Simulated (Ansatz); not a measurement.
`BC1[SiH2]S1` + `NCCN` → `BNCCN` + `C1[SiH2]S1`  (ligand exchange at a B–C bond)

Gas-phase electronic energies from Ansatz, PBE0-D4/def2-TZVP geometries. CCSD(T)/CBS is the MP2 limit (def2-TZVPP, def2-QZVPP) plus CCSD(T) − MP2 in def2-TZVPP, frozen cores. DFT in def2-TZVPP. B3LYP here is the variant with VWN-RPA as its local correlation; programs differ in this. Each species was taken in one conformer, which may not be the lowest.

| level | ΔE (kJ/mol) | difference from CCSD(T)/CBS |
| --- | --- | --- |
| PBE-D4 | -119.9 | 0.8 |
| r2SCAN-D4 | -121.0 | -0.3 |
| PBE0-D4 | -120.5 | 0.2 |
| B3LYP-D4 | -125.8 | -5.1 |
| ωB97X-V | -123.7 | -3.0 |
| ωB97M-V | -123.1 | -2.4 |
| B2PLYP | -126.7 | -6.0 |
| PBE | -121.5 | -0.8 |
| r2SCAN | -121.1 | -0.4 |
| PBE0 | -121.8 | -1.1 |
| B3LYP | -128.8 | -8.1 |
| HF/def2-TZVPP | -128.9 | -8.2 |
| MP2/def2-TZVPP | -121.4 | -0.7 |
| SCS-MP2/def2-TZVPP | -123.9 | -3.2 |
| CCSD/def2-TZVPP | -124.4 | -3.7 |
| CCSD(T)/def2-TZVPP | -123.2 | -2.5 |
| HF/def2-QZVPP | -128.6 | -7.9 |
| MP2/def2-QZVPP | -119.9 | 0.8 |
| SCS-MP2/def2-QZVPP | -122.6 | -1.9 |
| HF/CBS(def2) | -128.6 | -7.9 |
| MP2/CBS(def2) | -119.0 | 1.7 |
| CCSD/CBS(def2) | -122.0 | -1.3 |
| CCSD(T)/CBS | -120.7 | 0 |

Largest T1 diagnostic among the species: 0.013.

In def2-TZVPP, CCSD(T) changes the Hartree–Fock value by +5.8 kJ/mol (the triples alone add +1.2 kJ/mol) and MP2 by +7.6 kJ/mol.
